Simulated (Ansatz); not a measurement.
`C[SiH](C)Br` + `[CH3][Al]([F])[SH]` → `C[S][Al]([CH3])[F]` + `C[SiH2]Br`  (substitution at a C–Si bond)

Calculated with Ansatz (gas phase, PBE0-D4/def2-TZVP geometries, no zero-point term in ΔE). CBS: MP2 limit from def2 TZ/QZ plus the TZ coupled-cluster correction, frozen cores. Functionals use def2-TZVPP. B3LYP here is the variant with VWN-RPA as its local correlation; programs differ in this. For Br outer-core shells are correlated without core-valence functions, which leaves a few kJ/mol of doubt a bond. Scalar relativity is left out up to krypton. Each species was taken in one conformer, which may not be the lowest.

```
          level  ΔE (kJ/mol)
       B3LYP-D4         70.4
     r2SCAN0-D4         75.3
         revPBE         68.3
        r2SCAN0         75.1
        LC-ωPBE         74.6
  CCSD/def2-SVP         71.3
CCSD/def2-TZVPP         74.6
 CCSD/CBS(def2)         73.9
```

Question: What does CCSD(T)/CBS give? (Best estimate.)

Answer: Ansatz gave: +73.2 kJ/mol. The listed levels differ from it by -2.8, 2.1, -4.9, 1.9, 1.4, -1.9, 1.4, 0.7 kJ/mol.

Largest T1 diagnostic among the species: 0.011.

In def2-TZVPP, CCSD(T) changes the Hartree–Fock value by +4.0 kJ/mol (the triples alone add −0.7 kJ/mol) and MP2 by +5.7 kJ/mol. From BLYP to BHLYP (50 % exact exchange), in def2-TZVPP and without D4, ΔE moves by +4.1 kJ/mol. Leaving LDA and LC-ωPBE aside and taking each functional with its dispersion term where it has one, the values, not all of them listed here, spread over 8.8 kJ/mol, from revPBE-D4 to B97M-V. LDA lies +4.2 kJ/mol from PBE without D4.
